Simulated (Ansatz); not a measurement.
This geometry of C2H6AlCl + H2 (12 atoms, charge 0, multiplicity 1) is a first-order saddle point.

Level of theory: Ansatz, RKS PBE-D4/def2-SVP.

```xyz
12
Properties=species:S:1:pos:R:3
Al -0.616 0.342 0.284
C 1.370 -0.172 0.858
C -0.936 0.056 -1.616
Cl -1.238 2.065 1.370
H 0.078 -0.845 1.231
H -0.977 -1.080 1.254
H 1.731 0.822 0.505
H 1.725 -0.255 1.905
H 1.860 -0.947 0.236
H -2.015 0.131 -1.863
H -0.578 -0.941 -1.946
H -0.405 0.823 -2.217
```

(1) Which two structures does it join? (They come from a converged band through this point; their orientation in space is the band's.)

(2) How far does it lie above each of them?

## Answers

(1) Bonds broken: Al1–C2, H5–H6. Bonds formed: Al1–H6, C2–H5. C2H6AlCl + H2 becomes CH4 + CH4AlCl.

Image 0:

```xyz
12
Properties=species:S:1:pos:R:3
Al -0.163 0.513 0.166
C 1.657 0.119 0.768
C -0.902 0.068 -1.591
Cl -1.340 1.802 1.418
H -0.924 -1.575 1.025
H -1.313 -1.057 1.449
H 2.350 0.923 0.436
H 1.731 0.069 1.874
H 2.045 -0.833 0.347
H -2.011 0.027 -1.584
H -0.517 -0.901 -1.976
H -0.613 0.844 -2.334
```

Image 6:

```xyz
12
Properties=species:S:1:pos:R:3
Al -1.195 0.285 0.404
C 1.545 -0.327 0.847
C -0.949 0.000 -1.514
Cl -1.156 2.304 1.122
H 0.771 -1.111 0.982
H -1.712 -0.803 1.449
H 1.136 0.699 0.968
H 2.302 -0.474 1.639
H 2.003 -0.426 -0.154
H -1.890 0.247 -2.055
H -0.696 -1.053 -1.758
H -0.158 0.658 -1.930
```

(2) 97.0 kJ/mol above the first and 123.5 kJ/mol above the second. This is the barrier of this one path; another mechanism may lie lower. The orbitals stay closed-shell, which can raise the energy where a bond breaks towards radicals; this wasn't checked here.

Time of the run: 110 s on 2 threads of Arm Neoverse V2 (shared host), peak memory 0.14 GiB.
